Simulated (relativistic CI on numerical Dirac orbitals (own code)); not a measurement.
**Slater and spin-orbit integrals, Ti+**

Calculated at this level of theory: Dirac-Coulomb-Breit CI, KLI orbitals optimised for each configuration, model QED (radiative potential, 1s self-energy scaled to tabulated hydrogen-like ionisation energies), valence Slater integrals scaled by 0.85, P86 correlation energy added to each configuration (own radial code, finite nucleus).

Slater integrals F^k, G^k are unscaled and averaged over j, outside the closed core [Ar]; ζ comes from projecting the Hamiltonian with its Breit term on Σ l·s of the shell.

- 3d²4s: F^2(3d,3d) = 61345, F^4(3d,3d) = 37908, ζ(3d) = 100.9, G^2(3d,4s) = 12598 cm⁻¹; <r>(3d) = 1.51, <r^2>(3d) = 2.985, <r>(4s) = 3.22, <r^2>(4s) = 11.82 (bohr units).
- 3d³: F^2(3d,3d) = 54530, F^4(3d,3d) = 33469, ζ(3d) = 72.928 cm⁻¹; <r>(3d) = 1.67, <r^2>(3d) = 3.69 (bohr units).
- 3d4s²: ζ(3d) = 128.65 cm⁻¹; <r>(3d) = 1.36, <r^2>(3d) = 2.363 (bohr units).

(1) Give the Racah parameters of the d shell in 3d²4s.

In this model ζ of a weakly bound d, f or g electron outside closed shells comes out too small, for d by up to a factor of two or three and at times with the wrong sign; that of an outer p electron is too small as well.

Correlation outside the listed configurations is missing or only estimated: errors of thousands of cm⁻¹ between configurations and terms are usual at this charge. Rates and lifetimes follow the computed energies and can be off by large factors. The fine structure of a lone outer electron comes out too small, for d and f at times inverted, and misplaced configurations move strength between like terms. 51 of the 52 excited levels that our extract of the measured tables holds in this range could be paired (the sources list more); they are missed by 1278 cm⁻¹ on average and 3045 at most, and levels without a partner can miss by more.

Averages of the first 10 configurations, taken without configuration mixing, which lowers the lowest level and can move excited configurations by several eV; other configurations of the list can lie among them:

```tsv
Configuration	Parity	States	Average energy above the lowest level (eV)
3d²4s	even	90	1.1
3d³	even	120	1.7
3d4s²	even	10	3.9
3d²4p	odd	270	4.7
3d²4d	even	450	8.8
3d²4f	odd	630	10.9
3d4s4p	odd	120	7.2
3d²5s	even	90	8.4
4s4p²	even	30	18.6
3d4p²	even	150	12.0
```

Answers

(1) B = F²/49 − 5F⁴/441 = 822 cm⁻¹ and C = 35F⁴/441 = 3009 cm⁻¹; values fitted to spectra at such low charge are typically 15 to 30 % smaller.
